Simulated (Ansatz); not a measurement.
```yaml
crystal:
  periodic: [false, false, false]
  atoms:
    - {symbol: O, position_ang: [-1.694001, -0.082988, -0.988263]}
    - {symbol: C, position_ang: [-0.696874, 0.625246, -0.473474]}
    - {symbol: B, position_ang: [0.138542, 0.292918, 0.703879]}
    - {symbol: Te, position_ang: [1.184375, -1.458265, 0.802561]}
    - {symbol: H, position_ang: [-0.083014, 1.670549, -0.972047]}
    - {symbol: H, position_ang: [-0.103250, 0.929880, 1.852044]}
    - {symbol: H, position_ang: [0.734397, -2.178950, -0.955512]}
basis:
  gaussian: {orbitals: STO-3G}
magnetization: {spin_polarized: true, initial_magnetization: 2}
hamiltonian: {xc: {name: r2SCAN50}}
output: {forces: true}
```

```sh
$ ansatz run in.yaml --threads 2 --pin off --events-out ev --progress --plain --max-ram 4352MiB
```

Output, abridged:

```
Functional definition: r2SCAN50
538 factors; integrals over basis functions are off by at most 8.8e-5 eV
mean field evaluation 1: about -181975.5198 eV, gradient 1.4e1 eV
mean field evaluation 2: about -181975.6686 eV, gradient 1.8e1 eV
mean field evaluation 4: about -181977.7810 eV, gradient 1.2e0 eV
mean field evaluation 8: about -181977.8109 eV, gradient 1.5e-1 eV
mean field evaluation 16: about -181977.8120 eV, gradient 4.7e-3 eV
mean field -181977.81197836 eV, -6687.5612412135 hartree, gradient 2.0e-5 eV, S^2 2.007281; 2 other end points of the search recorded, 0 dependent functions left out
reference -181977.81198171 eV, -6687.5612413367 hartree; 38, 36 occupied and 7, 9 virtual orbitals, 538 factors
Total energy: -181977.81198171 eV, -6687.5612413367 hartree
Atom 0 at    -1.694001    -0.082988    -0.988263 Å, force    -0.802675    -0.615280    -1.489781 eV/Å
Atom 1 at    -0.696874     0.625246    -0.473474 Å, force     3.791025     6.091899    -0.929766 eV/Å
Atom 2 at     0.138542     0.292918     0.703879 Å, force    -1.877302     0.771146     4.471677 eV/Å
Atom 3 at     1.184375    -1.458265     0.802561 Å, force    -0.094585    -2.654820    -3.267154 eV/Å
Atom 4 at    -0.083014     1.670549    -0.972047 Å, force    -3.508336    -4.020759     1.070170 eV/Å
Atom 5 at    -0.103250     0.929880     1.852044 Å, force     1.532255    -1.301831    -3.573107 eV/Å
Atom 6 at     0.734397    -2.178950    -0.955512 Å, force     0.959618     1.729645     3.717962 eV/Å
Dipole moment:     0.051188     0.163452    -0.334402 e Å
```

It took 8 s on 2 threads of an Arm Neoverse N1 on a shared host, with 0.36 GiB of host memory at the peak.
